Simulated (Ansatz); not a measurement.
`[NH2][Ge][NH2]` + H₂ → `[NH2][GeH]` + NH₃ at 600 K and 1 bar (hydrogenolysis of a Ge–N bond).

Computed with Ansatz on PBE0-D4/def2-TZVP structures; ΔE is electronic, products minus reactants. CCSD(T)/CBS adds triple-zeta CCSD(T) − MP2 to the extrapolated MP2 energy (def2 sets, frozen cores). This one scheme is used for every species. For Ge outer-core shells are correlated without core-valence functions, which leaves a few kJ/mol of doubt a bond. Scalar relativity is left out up to krypton. One conformer a species, not always the lowest.

```tsv
species	CCSD(T)/CBS energy (Eh)	H − E (kJ/mol)	S (J/(mol·K))
`[NH2][Ge][NH2]`	-2187.95575	177.8	359.1
H₂	-1.17544	43.9	150.8
`[NH2][GeH]`	-2132.60664	115.5	302.3
NH₃	-56.50880	112.4	219.5
```

H − E and S are ideal-gas, rigid-rotor, harmonic terms from PBE0-D4/def2-TZVP, for one conformer and one mirror image of each species. The MP2-based limit puts H₂ 0.8 mEh under its directly extrapolated value; such offsets cancel only in part. 1 Eh = 2625.50 kJ/mol, R = 8.31446 J/(mol·K).

Task: By hand: ΔE, ΔH, ΔS and ΔG.

Result: ΔE = (-2132.60664) + (-56.50880) − (-2187.95575) − (-1.17544) = 0.01575 Eh = 41.4 kJ/mol. Δ(H − E) = 115.5 + 112.4 − 177.8 − 43.9 = 6.2, so ΔH = 47.6 kJ/mol. ΔS = 302.3 + 219.5 − 359.1 − 150.8 = 11.9 J/(mol·K). ΔG = 47.6 − 600 × (11.9)/1000 = 40.5 kJ/mol.

Task: By hand: the equilibrium constant, and the temperature at which ΔG would vanish if ΔH and ΔS stayed fixed.

Result: log₁₀ K = −ΔG/(RT ln 10) = -3.5. ΔG = 0 at ΔH/ΔS = 4000 K, far beyond where these terms or the molecules hold.

The number of gas molecules stays the same, so ΔS is small and ΔH decides. A doubt of 5 kJ/mol in ΔE shifts log₁₀ K by 0.4 here. Other conformers and mirror images would add mixing entropy, several J/(mol·K) or more a flexible species. These are equilibria of isolated gas molecules and say nothing of rates. Largest T1 diagnostic: 0.015 (customary marks: 0.02 for closed shells, 0.045 for open ones).
